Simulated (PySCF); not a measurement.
Sb(OH)2(TeH) (H3O2SbTe), SMILES [OH][Sb]([OH])[TeH].

Coordinates come from a PBE-D3(BJ)/def2-SVP optimisation. The structure was generated by enumeration; whether it is a known compound was not checked. The def2 effective core potentials stand for the cores of Sb, Te; spin–orbit coupling is left out. One conformer was computed; it need not be the lowest.

Two levels are set side by side: TDDFT-PBE/def2-SVPD (PySCF) and TDDFT-LC-ωPBE/def2-SVPD (PySCF). Vertical, same geometry. The lowest singlet is HOMO→LUMO 98 % with PBE and HOMO→LUMO 86 % with the other functional; states are paired by order. Differences are taken from unrounded values.

```
quantity                               TDDFT-LC-ωPBE
-------------------------------------  -------------
lowest singlet excitation (eV)                  3.80
lowest triplet excitation (TDA) (eV)            3.30
first bright state (f over 0.05) (eV)           5.27
its oscillator strength                         0.19
```

Q: What does TDDFT-PBE give, and how far is it from TDDFT-LC-ωPBE? (Estimate from the structure and the level; the computed values follow.)

A: 
```tsv
quantity	TDDFT-PBE	TDDFT-PBE minus TDDFT-LC-ωPBE
lowest singlet excitation (eV)	3.28	-0.52
lowest triplet excitation (TDA) (eV)	2.92	-0.39
first bright state (f over 0.05) (eV)	4.98	-0.29
its oscillator strength	0.07	-0.12
```

Functionals without exact exchange tend to place singlet excitations lower, as here. Differences between two approximate levels are no errors against the true value.

Rough cost on one machine, each run with all the roots and properties that it gave: TDDFT-LC-ωPBE against TDDFT-PBE about 5 times.
